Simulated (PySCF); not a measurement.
PySCF 2.14 output of an unrestricted PBE0 calculation on a single atom or ion in aug-cc-pwCVTZ-X2C with one added diffuse shell each of s, p, d, f type (12s11p9d5f, 125 functions), with the spin-free X2C one-electron Hamiltonian (Gaussian nucleus):

```
SCF conv_tol = 1e-09
number electrons alpha = 29  beta = 27
    C. Adamo and V. Barone.,  J. Chem. Phys. 110, 6158 (1999)
    M. Ernzerhof and G. E. Scuseria.,  J. Chem. Phys. 110, 5029 (1999)
cycle= 1 E= -8134.36765133917  delta_E= -0.00633  |g|= 0.0308  |ddm|= 0.598
cycle= 2 E= -8134.36792644778  delta_E= -0.000275  |g|= 0.0249  |ddm|= 0.19
cycle= 3 E= -8134.36809482814  delta_E= -0.000168  |g|= 0.00143  |ddm|= 0.0529
cycle= 4 E= -8134.36809741309  delta_E= -2.58e-06  |g|= 0.000352  |ddm|= 0.0201
cycle= 5 E= -8134.36809828332  delta_E= -8.7e-07  |g|= 0.000156  |ddm|= 0.00866
cycle= 6 E= -8134.36809863327  delta_E= -3.5e-07  |g|= 6.94e-05  |ddm|= 0.00325
cycle= 7 E= -8134.36809871745  delta_E= -8.42e-08  |g|= 5.38e-06  |ddm|= 0.00206
cycle= 8 E= -8134.36809871768  delta_E= -2.27e-10  |g|= 1.24e-06  |ddm|= 0.000199
converged SCF energy = -8134.36809871768  <S^2> = 2.0013805  2S+1 = 3.0009202
```

The run itself started from symmetry-adapted Hartree-Fock orbitals and held the occupation by maximum overlap, on a logarithmic radial grid, so the iterations belong to that start.

Which element, charge and spin multiplicity is this?

Ba (barium, neutral), multiplicity 3; the state was [Xe] 5d1 6s1, high-spin 3D determinant (an excited configuration).

Spin-orbit coupling, absent here, splits the open shell strongly.
